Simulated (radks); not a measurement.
Values are calculated unless marked as measured or tabulated.
The nuclear charge of the rhodium ion Rh+ is varied continuously with 44 electrons held in [Kr] 4d8. Level of theory: scalar-relativistic Kohn-Sham, LDA (Slater exchange, Perdew-Wang correlation), spin-unpolarised, spherical densities, finite nucleus; Fermi nuclear charge, rms radius 4.4945 fm (a radial shooting solver on a logarithmic mesh with Libxc functionals). By the Hellmann-Feynman theorem dE/dZ = E(electron-nucleus)/Z, the electronic potential at the nucleus (averaged over a nucleus of fixed radius). The scalar-relativistic energy here is not variational (the density holds large components alone), so the two differ by a part that grows with Z.

Z,E (hartree),E(electron-nucleus)/Z (hartree),HOMO,e(HOMO) (eV),<r> HOMO (bohr)
44,-4526.21339,-248.343,4d,-3.387,1.822
44.25,-4588.70356,-250.305,4d,-5.639,1.737
44.5,-4651.68700,-252.264,4d,-8.148,1.665
44.75,-4715.16297,-254.219,4d,-10.891,1.603
45,-4779.13097,-256.173,4d,-13.849,1.548
45.25,-4843.59065,-258.126,4d,-17.007,1.498
45.5,-4908.54177,-260.077,4d,-20.354,1.453
45.75,-4973.98425,-262.028,4d,-23.880,1.412
46,-5039.91804,-263.979,4d,-27.579,1.375

The central difference of E at Z = 45 is -256.855 hartree, to compare with the third column; the second derivative is -7.87 hartree.
